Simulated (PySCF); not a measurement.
**Relaxation of singlet TiCl₄**

Computed with PySCF, PBE0, basis Ti def2-TZVP, Cl def2-TZVP (no relativity, density fitting). A (50,194) grid was used.

A start displaced from a saddle point along its imaginary mode, of D2d symmetry, held to at least that symmetry:

```xyz
5
charge 0 multiplicity 1, angstrom
Ti    0.0000    0.0000    0.0000
Cl    2.2259    0.0000   -0.2500
Cl    0.0000    2.2259    0.2500
Cl   -2.2259    0.0000   -0.2500
Cl    0.0000   -2.2259    0.2500
```

Question: What forces act on the atoms at the start (eV/Å)?

Answer: 
```tsv
atom	Fx	Fy	Fz
Ti1	0.00	0.00	0.00
Cl2	-0.40	0.00	-0.35
Cl3	0.00	-0.40	0.35
Cl4	0.40	0.00	-0.35
Cl5	0.00	0.40	0.35
```

Question: What does it relax to?

Answer: It ends at Td with Ti–Cl 2.163 Å (×4); Cl–Ti–Cl 109.5° (×6) (after a last refinement on a finer grid). A frequency run shows a minimum.

Question: How much energy is released, and in how many steps?

Answer: 210.9 kJ/mol in 10 steps.
